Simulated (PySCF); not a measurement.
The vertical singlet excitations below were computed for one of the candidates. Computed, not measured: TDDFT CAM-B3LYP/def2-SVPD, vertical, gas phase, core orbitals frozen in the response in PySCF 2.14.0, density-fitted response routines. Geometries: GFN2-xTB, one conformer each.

| state | E (eV) | f |
| --- | --- | --- |
| S1 | 6.09 | 0.142 |
| S2 | 6.64 | 0.0004 |
| S3 | 6.94 | 0.020 |
| S4 | 7.11 | 0.015 |
| S5 | 7.39 | 0.015 |
| S6 | 7.77 | 0.016 |
| S7 | 7.84 | 0.039 |
| S8 | 7.92 | 0.314 |

Triplets computed (Tamm–Dancoff): 3.91, 5.35, 6.29 eV.

**Question.** Which structure fits? All have the formula C5H4F2O2.
A. `FCC1=C(F)OC=CO1`
B. `C(F)([C@H]1[C@H](C1)C(=O)F)=O`
C. `FC(F)Oc1ccoc1`

**Answer.** C. Its S1, at 6.09 eV, is the highest among the candidates; the nearest of the others has S1 at 5.79 eV. S1 is HOMO→LUMO (96%). Löwdin shares by element: HOMO carbon 68% or more, oxygen 9% or more (atoms not listed hold the other 22%); LUMO carbon 53% or more, oxygen 19% or more (atoms not listed hold the other 28%). At the same level the other candidates give, for their lowest levels:
- `FCC1=C(F)OC=CO1`: 4.36 eV (f 0.002); 5.49 eV (f 0.015); 6.37 eV (f 0.008); 6.55 eV (f 0.018); 6.77 eV (f 0.035); T1 3.22 eV; HOMO -7.58, LUMO 0.42 eV
- `O=C(F)[C@H]1C[C@H]1C(=O)F`: 5.79 eV (f 0.000); 5.99 eV (f 0.002); 7.68 eV (f 0.175); 7.77 eV (f 0.051); 8.15 eV (f 0.036); T1 5.26 eV; HOMO -10.68, LUMO -0.34 eV

Shape of the structure used: `[F:1][CH:2]([F:3])[O:4][c:5]1[cH:6][cH:7][o:8][cH:9]1`: F1–C2–O4–C5 78°, C2–O4–C5–C6 -15°.
